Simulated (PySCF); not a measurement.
# One molecule, several mistakes: BCH2O anion

All numbers below are calculated, not measured. The program is PySCF 2.14.0, an open-source quantum chemistry code, run on an isolated molecule that a program drew, which may never have been made. The molecule is BCH2O anion (charge -1, singlet), drawn as the SMILES string `C=B[O-]`.

Each row is a Hartree-Fock (HF) and frozen-core CCSD(T) single point in the aug-cc-pVDZ basis, meant for a local HF minimum. Run 1 is clean. Each other run has one planted mistake out of seven kinds, and not every kind appears here: one electron removed, one electron added, multiplicity raised by two, geometry at a saddle point, minimal basis STO-3G, one bond length entered in bohr, all coordinates scaled. The reference is restricted for singlets and unrestricted otherwise, and also for a bond in bohr. Adding or removing an electron swaps singlet and doublet. Electrons count all cores. HOMO and LUMO are orbital energies over both spins, the gradient is its largest component, and the lowest frequency (negative if imaginary) is given only where the gradient is small. Bond lengths are over the 4 bonds as drawn. T1 is the CCSD diagnostic: over 0.02 (restricted) or 0.045 (unrestricted) a single reference is doubtful.

Geometry of the clean run:
```xyz
5
BCH2O anion, angstrom
C    -1.0113   -1.1881    2.5363
B    -2.2891   -0.5353    2.2893
O    -3.3710    0.0174    2.0801
H    -0.8136   -1.7348    3.4509
H    -0.2019   -1.1560    1.8163
```

```
run  electrons  basis functions  <S^2>  HOMO (eV)  LUMO (eV)  gradient (hartree/bohr)  lowest frequency (cm^-1)  mean bond (Å)  longest bond (Å)      T1  HF (hartree)  CCSD(T) (hartree)                          mistake
  1         22               87  0.000      -2.07       4.21                  6.7e-06                       382         1.2141             1.456  0.0167    -138.63012         -139.09452                         no fault
  2         21               87  0.770     -11.94       0.34                  9.1e-02                         -         1.2141             1.456  0.0220    -138.61034         -139.03545             one electron removed
  3         22               87  0.905      -3.36       3.69                  2.9e-02                         -         1.4883             2.330  0.0735    -138.39645         -138.85796  one bond length entered in bohr
  4         22               17  0.000       3.19      18.56                  4.4e-02                         -         1.2141             1.456  0.0215    -136.61132         -136.79351             minimal basis STO-3G
  5         22               87  2.015       0.62       3.49                  8.0e-02                         -         1.2141             1.456  0.0286    -138.58605         -139.01679                                ?
  6         22               87  0.000      -1.98       4.23                  8.0e-02                         -         1.1655             1.398  0.0155    -138.62020         -139.07729                                ?
```

**Which mistake was planted in run 5, and what did it cost?**

Electrons, basis and geometry are unchanged, and <S^2> is 2.015, beside S(S+1) = 2.00 for a multiplicity of 3. So the mistake is: multiplicity raised by two. Subtracting run 1 and multiplying by 627.51 kcal/mol a hartree, the energy moved by 27.7 kcal/mol in HF and 48.8 kcal/mol in CCSD(T).

**Which mistake was planted in run 6, and what did it cost?**

The mean and the longest bond both change by the same factor, 0.960, and the gradient is no longer small. So the mistake is: all coordinates scaled. Subtracting run 1 and multiplying by 627.51 kcal/mol a hartree, the energy moved by 6.2 kcal/mol in HF and 10.8 kcal/mol in CCSD(T).

Cautions from the logs. Run 3: T1 is over the limit, so its CCSD(T) energy is less reliable; run 4: T1 is over the limit, so its CCSD(T) energy is less reliable and the HOMO is above zero, so the electron isn't bound and the energy depends on the basis; run 5: the HOMO is above zero, so the electron isn't bound and the energy depends on the basis.
